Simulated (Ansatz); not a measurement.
The same path of a periodic cell of 17 atoms, LiBe₁₆ (host Be, host structure hcp, interstitial Li) was run twice with different band settings. Lost on the way: Be2–Li17, Be6–Li17, Be10–Li17, Be14–Li17. Made: Be4–Li17, Be8–Li17, Be12–Li17, Be16–Li17.

These are results of DFT LDA, scalar-relativistic, plane waves, PAW (Ansatz 0.2.0), not measurements. Settings: cutoff 420 eV, k mesh 4x4x3, gaussian smearing 0.1 eV, no spin polarisation.

Relaxed end points:

```xyz
17
Lattice="-2.2900 -3.9664 0.0000 3.4350 -1.9832 0.0000 0.0000 0.0000 7.1769" Properties=species:S:1:pos:R:3
Be -0.049 -3.997 0.021
Be 0.522 -3.069 1.849
Be -0.049 -3.991 3.674
Be -0.130 -2.530 5.438
Be -1.361 -1.766 0.036
Be 3.110 -3.445 1.852
Be -1.357 -1.772 3.665
Be 2.162 -2.487 5.437
Be 0.906 -1.821 0.029
Be 1.176 -0.290 1.846
Be 0.910 -1.822 3.668
Be 1.053 -0.557 5.436
Be -0.015 0.075 0.019
Be 1.420 -4.621 1.850
Be -0.022 0.073 3.675
Be 1.080 -4.527 5.435
Li 2.134 -1.888 1.845
```

```xyz
17
Lattice="-2.2900 -3.9664 0.0000 3.4350 -1.9832 0.0000 0.0000 0.0000 7.1769" Properties=species:S:1:pos:R:3
Be -0.051 -3.990 -0.018
Be -0.131 -2.525 1.744
Be -0.051 -3.990 3.506
Be 0.526 -3.067 5.333
Be -1.360 -1.764 -0.030
Be 2.159 -2.480 1.744
Be -1.361 -1.764 3.518
Be 3.110 -3.445 5.333
Be 0.909 -1.817 -0.025
Be 1.053 -0.553 1.744
Be 0.909 -1.817 3.513
Be 1.177 -0.288 5.333
Be -0.018 0.077 -0.015
Be 1.080 -4.523 1.744
Be -0.018 0.076 3.503
Be 1.419 -4.621 5.333
Li 2.136 -1.886 5.333
```

Common settings: climbing image yes; spring 5.0 eV/Å²; optimiser quadratic models (default); end points relaxed.

| run | movable images | start path | force threshold | iteration limit |
| --- | --- | --- | --- | --- |
| 1 | 5 | IDPP | 0.05 eV/Å | 17 |
| 2 | 3 | default | 0.4 eV/Å | 32 |

Task: What does each run give, and how far can it be trusted?

Result: Run 1: not converged after 17 iterations, highest image 0.580 eV above the first end. The band didn't meet its force threshold, so its energies are provisional: the largest band force was still 0.06 eV/Å, and over the last iterations the top stayed at 0.59 eV. Neighbouring images lie up to 1.6 Å apart, so the band is torn or far too coarse.
Run 2: converged after 7 iterations, highest image 0.633 eV above the first end. The threshold of 0.4 eV/Å is loose, so the images may lie well off the minimum-energy path. The profile has 2 maxima (images 1, 3) with wells between them (image 2): this band takes more than one step, which may be the mechanism or a detour left from its start path. The order of the stationary point at the top wasn't checked.
Limits of this set-up: coarse k mesh.
